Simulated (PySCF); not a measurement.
ClNa, charge +1, doublet, at a GFN2-xTB geometry (such geometries of metal compounds can be far from the true shape) (a state made from the parent by changing its charge; the spin is typed, not shown lowest), with bond 1-2 at 1.6 times its length. Base run: PBE0/6-31G run with PySCF.

Geometry (Å):
```xyz
2

Na     0.0000     0.0000    -3.4102
Cl     0.0000     0.0000     1.1098
```
Charge +1, spin multiplicity 2.
Orbitals are unrestricted.
All else is at PySCF's defaults.
Base energy -621.93603 Eh.

Variants of this job, named by their change:

```
change                                                                            ΔE vs base (mEh)  SCF cycles  <S^2>               outcome
--------------------------------------------------------------------------------  ----------------  ----------  -----  --------------------
base                                                                                         0.000           7  0.750             converged
DIIS = ADIIS                                                                                 0.000          11  0.750             converged
diis = off; damp = 0.6 (with mf.diis_start_cycle = 200; with mf.max_cycle = 150)             0.000          20  0.750             converged
solver = newton; init_guess = 1e                                                             855.2           -  1.761  another SCF solution
diis_space = 2                                                                               0.000           8  0.750             converged
diis = off (with mf.max_cycle = 100)                                                         0.000          12  0.750             converged
level_shift = 0.3 (with mf.max_cycle = 100)                                                  0.000          13  0.750             converged
init_guess = atom                                                                            0.000           7  0.750             converged
conv_tol = 1e-4                                                                              0.002           3  0.750             converged
conv_tol = 1e-11                                                                             0.000           8  0.750             converged
level_shift = 0.5 (with mf.max_cycle = 100)                                                  0.000          18  0.750             converged
level_shift = 1.0 (with mf.max_cycle = 100)                                                  0.000          32  0.750             converged
damp = 0.5; diis_start_cycle = 5                                                             0.000           9  0.750             converged
```

A guess, shift, damping, solver or small numerical setting can't move a converged solution much, so rows marked as another SCF solution ended in a different state.

Open shells are given as the SCF converged; they aren't shown to be the lowest states, and a large step between rows can be another state.
